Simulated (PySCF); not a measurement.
# Working out the ionisation energy of Sc³⁺

Sc³⁺ [Ar] (1S) → Sc⁴⁺ [Ne] 3s2 3p5 (2P). Computed with PySCF 2.14 in an even-tempered Gaussian basis (21 s from 0.09 bohr⁻², ratio 2.5; 13 p from 0.12 bohr⁻², ratio 2.5; 5 d from 1.9 bohr⁻², ratio 2.7; 5 f from 2.9 bohr⁻², ratio 2.7), with the spin-free X2C one-electron Hamiltonian (Gaussian nucleus). Frozen: 1s2; the 23 highest virtual orbitals dropped. Energies in hartree (1 hartree = 27.21139 eV):

```
             part  Sc³⁺ (lower)  Sc⁴⁺ (upper)
              UHF   -761.768763   -759.111611
MP2 opposite-spin     -0.397805     -0.378857
    MP2 same-spin     -0.148497     -0.137175
```

Problem. What does Hartree-Fock give?

Solution. (-759.111611) − (-761.768763) = 2.657152 hartree = 72.305 eV.

Problem. What do MP2 and SCS-MP2 (6/5 opposite-spin, 1/3 same-spin) give?

Solution. The opposite-spin parts differ by 0.516 eV and the same-spin parts by 0.308 eV. MP2: 72.305 + (0.516) + (0.308) = 73.129 eV. SCS-MP2: 72.305 + 1.2 × (0.516) + (0.308)/3 = 73.027 eV.

A first-order spin-orbit estimate adds -0.171 eV to MP2 (outer shells), giving 72.958 eV against 73.489 eV (measured; NIST Atomic Spectra Database, ionization energies).

What remains against the reference includes basis incompleteness, the frozen core and correlation beyond second order.
